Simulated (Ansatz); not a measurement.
CH5AlN2O can be A, `C=[N][Al]([NH2])[OH]`, or B, `N/C(O)=[N]\[AlH2]`.

Isolated molecules relaxed with PBE0-D4/def2-TZVP in Ansatz; ΔE leaves out vibrations. CCSD(T)/CBS adds triple-zeta CCSD(T) − MP2 to the extrapolated MP2 energy (def2 sets, frozen cores). DFT in def2-TZVPP. B3LYP here is the variant with VWN-RPA as its local correlation; programs differ in this. Each species was taken in one conformer, which may not be the lowest.

Task: Which is lower in electronic energy at CCSD(T)/CBS, and by how much? (Best estimate.)

Result: The calculation gave: A, by 210.9 kJ/mol.

Task: Give E(B) − E(A) in kJ/mol with B2PLYP, B3LYP, CCSD/def2-TZVPP, PBE-D4, MP2/def2-TZVPP, B3LYP-D4, r2SCAN-D4. (Estimate.)

Result: The calculation gave: B2PLYP 200.2, B3LYP 192.6, CCSD/def2-TZVPP 207.9, PBE-D4 166.8, MP2/def2-TZVPP 208.7, B3LYP-D4 191.5, r2SCAN-D4 181.9. None reverses the order clearly.

Largest T1 diagnostic: 0.014.

From PBE to PBE0 (25 % exact exchange), in def2-TZVPP and without D4, E(B) − E(A) moves by +5.0 kJ/mol. In def2-TZVPP, CCSD(T) changes the Hartree–Fock value by +8.5 kJ/mol (the triples alone add −3.4 kJ/mol) and MP2 by +12.7 kJ/mol.
